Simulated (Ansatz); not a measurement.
Reaction (redistribution): `C[O][GeH]([Cl])[O]C` + `[F][Mo]([F])(=[S])=[S]` → `C[O][GeH]([F])[O]C` + `[F][Mo](=[S])(=[S])[Cl]`

Program: Ansatz. Geometries: PBE0-D4/def2-TZVP. ΔE: electronic, gas phase. CCSD(T)/CBS is the MP2 limit (def2-TZVPP, def2-QZVPP) plus CCSD(T) − MP2 in def2-TZVPP, frozen cores. Elements past krypton have def2 core potentials. For Ge, Mo outer-core shells are correlated without core-valence functions, which leaves a few kJ/mol of doubt a bond. Scalar relativity is left out up to krypton. One conformer a species, not always the lowest.

```
                  species  HF/CBS(def2) energy (Eh)
    `C[O][GeH]([Cl])[O]C`               -2764.66817
 `[F][Mo]([F])(=[S])=[S]`               -1061.72638
     `C[O][GeH]([F])[O]C`               -2404.62703
`[F][Mo](=[S])(=[S])[Cl]`               -1421.77197
```

Q: Work out ΔE.

A: ΔE = (-2404.62703) + (-1421.77197) − (-2764.66817) − (-1061.72638) = -0.00445 Eh = -2.8 kcal/mol. CCSD(T)/CBS gives -3.4 kcal/mol.

Largest T1 diagnostic among the species: 0.025, so the coupled-cluster value is less sure than usual.

From PBE to PBE0 (25 % exact exchange), in def2-TZVPP and without D4, ΔE moves by −1.2 kcal/mol. In def2-TZVPP, CCSD(T) changes the Hartree–Fock value by −0.9 kcal/mol (the triples alone add −0.2 kcal/mol) and MP2 by −6.0 kcal/mol.
